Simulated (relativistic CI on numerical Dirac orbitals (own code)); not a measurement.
# Cr2+ in a cubic cluster: 1s photoemission with charge transfer

Computed with a charge-transfer multiplet model of a cubic metal-ligand cluster with up to 2 ligand holes, Slater and spin-orbit integrals from Dirac-Coulomb-Breit ions, Slater integrals scaled by 0.8. The parameters are those of a tetrahedral site (10Dq negative, t2 hopping the larger). The ground state mixes d4 with configurations of k ligand holes L, whose averages lie at kΔ + k(k − 1)U_dd/2; a core hole lowers each added d electron by U_cd. 300 K, Lorentzian 1.1 eV and Gaussian 0.6 eV FWHM.

Atomic integrals in eV (Slater integrals scaled, ζ unscaled), ground: F2dd 7.675, F4dd 4.768, zeta_d 0.027; with the core hole: F2dd 9.148, F4dd 5.723, zeta_d 0.045, G2cd 0.043.

Cluster parameters (eV): U_dd = 6.6, U_cd = 8.5, 10Dq = -0.4, 10Dq(ligand) = 0, V(eg) = 1.02, V(t2g) = -1.74, final-state hopping factor = 1.

Weights, n_d and S are thermal averages at 300 K. Binding energies count from the first peak over 30 % of the highest in each spectrum, which can be another peak from case to case. The parameters are a model scan and need not match a compound or its usual spin state. Peaks in eV (height, largest 100): 0.0 (100), 3.2 (26), 8.5 (51).

(1) Which parameters give this spectrum?
A. Δ = 8 eV
B. Δ = 5 eV
C. Δ = 7 eV

Results:

(1) B. Δ = 5 eV; the ground state then has 4.29 d electrons and S = 2.00. The choice follows from running the model for each set and comparing peak positions and heights.
